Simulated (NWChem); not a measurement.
Program: NWChem. System: C3H8Si, charge 1, spin multiplicity 2, displaced from the optimised geometry. The structure started from a generated list of species. Its SCF solution wasn't tested for a lower state.

Input file:

```
start mol
memory heap 200 mb stack 800 mb global 1000 mb
charge 1
geometry units angstroms nocenter noautoz
  C      0.000000     0.000000    -1.580064
  C     -1.117825     0.000000    -0.485423
  Si     0.000000     0.000000     1.233643
  C      1.117825     0.000000    -0.485423
  H      0.000000     0.921371    -2.227748
  H      0.000000    -0.921371    -2.227748
  H     -1.705139     0.965522    -0.393135
  H     -1.705139    -0.965522    -0.393135
  H      0.000000    -1.293783     2.031246
  H      0.000000     1.293783     2.031246
  H      1.705139     0.965522    -0.393135
  H      1.705139    -0.965522    -0.393135
  symmetry group C2v
end
basis spherical
  * library def2-svp
end
dft
  xc b3lyp
  odft
  mult 2
  semidirect memsize 60000000 filesize 0
  iterations 100
  convergence nodiis damp 40
end
task dft gradient
```

The output up to the point where the run's verdict is printed (cleaned and shortened):

```
             Northwest Computational Chemistry Package (NWChem) 7.3.0
             --------------------------------------------------------

                                NWChem Input Module
                                -------------------

 Scaling coordinates for geometry "geometry" by  1.889725989
 (inverse scale =  0.529177249)

 Turning off AUTOSYM since
 SYMMETRY directive was detected!

                             Geometry "geometry" -> ""
                             -------------------------

 Output coordinates in angstroms (scale by  1.889725989 to convert to a.u.)

  No.       Tag          Charge          X              Y              Z
 ---- ---------------- ---------- -------------- -------------- --------------
    1 C                    6.0000     0.00000000     0.00000000    -1.58006400
    2 C                    6.0000    -1.11782500     0.00000000    -0.48542300
    3 Si                  14.0000     0.00000000     0.00000000     1.23364300
    4 C                    6.0000     1.11782500     0.00000000    -0.48542300
    5 H                    1.0000     0.00000000     0.92137100    -2.22774800
    6 H                    1.0000     0.00000000    -0.92137100    -2.22774800
    7 H                    1.0000    -1.70513900     0.96552200    -0.39313500
    8 H                    1.0000    -1.70513900    -0.96552200    -0.39313500
    9 H                    1.0000     0.00000000    -1.29378300     2.03124600
   10 H                    1.0000     0.00000000     1.29378300     2.03124600
   11 H                    1.0000     1.70513900     0.96552200    -0.39313500
   12 H                    1.0000     1.70513900    -0.96552200    -0.39313500

 Effective nuclear repulsion energy (a.u.)     160.5062966563

            Nuclear Dipole moment (a.u.)
            ----------------------------
        X                 Y               Z
 ---------------- ---------------- ----------------
     0.0000000000     0.0000000000    -0.0000037795

      Symmetry information
      --------------------

 Group name             C2v
 Group number             16
 Group order               4
[...]
 d= 0,ls=0.5         73   -235.0972317056  6.34D+01  2.09D-01              34.5
                                                     2.03D-01
 d= 0,ls=0.5         74   -298.4703809510 -6.34D+01  2.09D-01              35.0
                                                     2.03D-01
 d= 0,ls=0.5         75   -235.0972317056  6.34D+01  2.09D-01              35.5
                                                     2.03D-01
 d= 0,ls=0.5         76   -298.4703809510 -6.34D+01  2.09D-01              36.0
                                                     2.03D-01
 d= 0,ls=0.5         77   -235.0972317056  6.34D+01  2.09D-01              36.5
                                                     2.03D-01
 d= 0,ls=0.5         78   -298.4703809510 -6.34D+01  2.09D-01              37.0
                                                     2.03D-01
 d= 0,ls=0.5         79   -235.0972317056  6.34D+01  2.09D-01              37.4
                                                     2.03D-01
 d= 0,ls=0.5         80   -298.4703809510 -6.34D+01  2.09D-01              37.9
                                                     2.03D-01
 d= 0,ls=0.5         81   -235.0972317056  6.34D+01  2.09D-01              38.4
                                                     2.03D-01
 d= 0,ls=0.5         82   -298.4703809510 -6.34D+01  2.09D-01              38.9
                                                     2.03D-01
 d= 0,ls=0.5         83   -235.0972317056  6.34D+01  2.09D-01              39.3
                                                     2.03D-01
 d= 0,ls=0.5         84   -298.4703809510 -6.34D+01  2.09D-01              39.8
                                                     2.03D-01
 d= 0,ls=0.5         85   -235.0972317056  6.34D+01  2.09D-01              40.3
                                                     2.03D-01
 d= 0,ls=0.5         86   -298.4703809510 -6.34D+01  2.09D-01              40.7
                                                     2.03D-01
 d= 0,ls=0.5         87   -235.0972317056  6.34D+01  2.09D-01              41.2
                                                     2.03D-01
 d= 0,ls=0.5         88   -298.4703809510 -6.34D+01  2.09D-01              41.7
                                                     2.03D-01
 d= 0,ls=0.5         89   -235.0972317056  6.34D+01  2.09D-01              42.2
                                                     2.03D-01
 d= 0,ls=0.5         90   -298.4703809510 -6.34D+01  2.09D-01              42.6
                                                     2.03D-01
 d= 0,ls=0.5         91   -235.0972317056  6.34D+01  2.09D-01              43.1
                                                     2.03D-01
 d= 0,ls=0.5         92   -298.4703809510 -6.34D+01  2.09D-01              43.6
                                                     2.03D-01
 d= 0,ls=0.5         93   -235.0972317056  6.34D+01  2.09D-01              44.1
                                                     2.03D-01
 d= 0,ls=0.5         94   -298.4703809510 -6.34D+01  2.09D-01              44.6
                                                     2.03D-01
 d= 0,ls=0.5         95   -235.0972317056  6.34D+01  2.09D-01              45.1
                                                     2.03D-01
 d= 0,ls=0.5         96   -298.4703809510 -6.34D+01  2.09D-01              45.6
                                                     2.03D-01
 d= 0,ls=0.5         97   -235.0972317056  6.34D+01  2.09D-01              46.1
                                                     2.03D-01
 d= 0,ls=0.5         98   -298.4703809510 -6.34D+01  2.09D-01              46.6
                                                     2.03D-01
 d= 0,ls=0.5         99   -235.0972317056  6.34D+01  2.09D-01              47.1
                                                     2.03D-01
 d= 0,ls=0.5        100   -298.4703809510 -6.34D+01  2.09D-01              47.6
                                                     2.03D-01
```

Convergence was not reached. The next line reads: Calculation failed to converge. NWChem stopped with the message: dft gradient failed.
